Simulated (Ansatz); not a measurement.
Isolated molecules relaxed with PBE0-D4/def2-TZVP in Ansatz; ΔE leaves out vibrations. CCSD(T)/CBS adds triple-zeta CCSD(T) − MP2 to the extrapolated MP2 energy (def2 sets, frozen cores). This one scheme is used for every species. DFT in def2-TZVPP. One conformer a species, not always the lowest.

Reaction (silylene formation by 1,1-elimination): `O/C([SiH3])=C/[SiH3]` → `C=C(O)[SiH3]` + `[SiH2]`

CCSD(T)/CBS gives +58.2 kcal/mol.

Question: Another level gave +58.9 kcal/mol. Which?
A. CAM-B3LYP-D4/def2-TZVPP
B. r2SCANh-D4/def2-TZVPP
C. BLYP/def2-TZVPP
D. BLYP-D4/def2-TZVPP

Answer: A. CAM-B3LYP-D4 58.9, BLYP-D4 55.3, r2SCANh-D4 63.3, BLYP 50.3 kcal/mol.

Largest T1 diagnostic among the species: 0.014.

From BLYP to BHLYP (50 % exact exchange), in def2-TZVPP and without D4, ΔE moves by +6.0 kcal/mol. In def2-TZVPP, CCSD(T) changes the Hartree–Fock value by +4.1 kcal/mol (the triples alone add +1.4 kcal/mol) and MP2 by +9.3 kcal/mol.
